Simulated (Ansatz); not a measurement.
Relaxation of B2H6SSi (10 atoms, charge 0, multiplicity 1), to a largest force component of 0.015 eV/Å in at most 40 steps.

Theory: Ansatz, RKS B3LYP-D4/6-31G*.

```xyz
10
Properties=species:S:1:pos:R:3
B -0.949 1.688 -0.036
Si 0.580 0.494 -0.243
B 0.259 -1.150 0.809
S -0.031 -2.724 0.081
H -1.875 1.637 -0.750
H -1.013 2.439 0.858
H 0.853 0.114 -1.654
H 1.870 1.089 0.168
H 0.198 -1.162 1.980
H 0.108 -2.424 -1.212
```

**Question.** Where does it end, and by what steps?

**Answer.** The forces met the threshold. The force dipped under the threshold on the way, but the program's further checks kept it going. After 13 steps the energy has fallen by 0.106 eV; H10 moved furthest, 0.18 Å.

| step | energy less start (eV) | largest force component (eV/Å) | accepted |
| --- | --- | --- | --- |
| 0 | 0.0000 | 0.911 | yes |
| 1 | -0.0813 | 0.215 | yes |
| 2 | -0.0843 | 0.442 | yes |
| 3 | -0.1028 | 0.147 | yes |
| 4 | -0.1040 | 0.069 | yes |
| 5 | -0.0244 | 0.417 | no |
| 6 | -0.1039 | 0.110 | no |
| 7 | -0.1054 | 0.017 | yes |
| 8 | -0.1057 | 0.018 | yes |
| 9 | -0.1054 | 0.070 | no |
| 10 | -0.1059 | 0.018 | yes |
| 11 | -0.1059 | 0.026 | no |
| 12 | -0.1060 | 0.014 | yes |
| 13 | -0.1061 | 0.012 | yes |

```xyz
10
Properties=species:S:1:pos:R:3
B -0.963 1.653 -0.051
Si 0.684 0.519 -0.283
B 0.300 -1.143 0.803
S -0.138 -2.725 0.108
H -1.871 1.603 -0.826
H -1.098 2.342 0.917
H 0.943 0.147 -1.707
H 1.905 1.188 0.256
H 0.305 -1.135 1.996
H -0.066 -2.447 -1.214
```

Whether the end is a true minimum wasn't checked by a vibrational analysis.

Run time: 48 s on 1 thread of Arm Neoverse V2, on a shared host, peak memory 0.16 GiB.
